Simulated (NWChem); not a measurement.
# morpholine (C₄H₉NO); SMILES C1COCCN1

```xyz
15

C     -0.2233    -0.7119     1.2050
C      0.2224     0.7494     1.1744
O     -0.2450     1.4026     0.0000
C      0.2224     0.7494    -1.1744
C     -0.2233    -0.7119    -1.2050
N      0.2817    -1.3742     0.0000
H     -1.3272    -0.7397     1.2818
H      0.1911    -1.2087     2.0906
H      1.3228     0.7962     1.2213
H     -0.1925     1.3044     2.0215
H      1.3228     0.7962    -1.2213
H     -0.1925     1.3044    -2.0215
H      0.1911    -1.2087    -2.0906
H     -1.3272    -0.7397    -1.2818
H      0.0116    -2.3550     0.0000
```
Atoms are numbered in this order, from 1.

Results from NWChem. Geometry: optimised at B3LYP/6-31G* (spherical d).

Estimate the computed values for BHandHLYP/def2-SVP. Quantities: highest occupied level (eV); orbital gap (eV); dipole (D).


* **highest occupied level (eV)**: -7.86
* **orbital gap (eV)**: 10.36
* **dipole (D)**: 1.64
